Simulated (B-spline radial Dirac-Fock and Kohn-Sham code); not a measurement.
## Dipole and non-dipole photoemission parameters of Nd⁴⁺ 3p3/2

System: Nd⁴⁺, configuration 1s2 2s2 2p6 3s2 3p6 3d10 4s2 4p6 4d10 4f2 5s2 5p6; threshold 1345.7 eV (orbital energy of the model). The computed values come from a radial B-spline solver: Dirac-Hartree-Slater photoionisation with a Latter tail; cross sections with all multipoles, angular parameters from the dipole term and its interference with E2.

Input of the calculation (task.json; shells as n, l, electrons):

```json
{"items": [{
  "Z": 60,
  "q": 4,
  "cfg": [[1, 0, 2], [2, 0, 2], [2, 1, 6], [3, 0, 2], [3, 1, 6], [3, 2, 10], [4, 0, 2], [4, 1, 6], [4, 2, 10], [4, 3, 2], [5, 0, 2], [5, 1, 6]],
  "A": 142,
  "rrms": 4.9123,
  "do": "xps",
  "hv": [60, 66.4, 71.3, 100.0, 130.0, 137.0, 299.0, 342.0, 352.0, 400, 641.0, 790.0, 800, 1200.0, 1253.6, 1350.0, 2350.0, 3140.0, 3450.0, 3950.0, 4000, 5414.7, 5640.0, 6320.0, 7410.0, 7670.0, 9251.7, 11400.0, 11600.0, 15000]
}]}
```

Launch: `python xray2_run.py task.json out`

```
hν (eV)  σ (kb)      β       γ      δ
   2350    87.0  1.564  -0.001  0.008
   3140    50.0  1.644  -0.024  0.007
   3450    41.2  1.654   0.009  0.008
   3950    31.0  1.661   0.086  0.010
   4000    30.2  1.661   0.094  0.010
 5414.7       ?      ?       ?      ?
   5640    13.9  1.640   0.413  0.018
   6320    10.6  1.623   0.546  0.021
   7410    7.14  1.593   0.745  0.028
   7670    6.55  1.585   0.790  0.029
 9251.7    4.06  1.541   1.046  0.039
  11400    2.33  1.482   1.348  0.054
  11600    2.22  1.476   1.373  0.056
  15000    1.09  1.388   1.747  0.082
```

Question: Give the values at Cr Kα (5414.7 eV).

Answer: σ = 15.3 kb, β = 1.645, γ = 0.368, δ = 0.017.
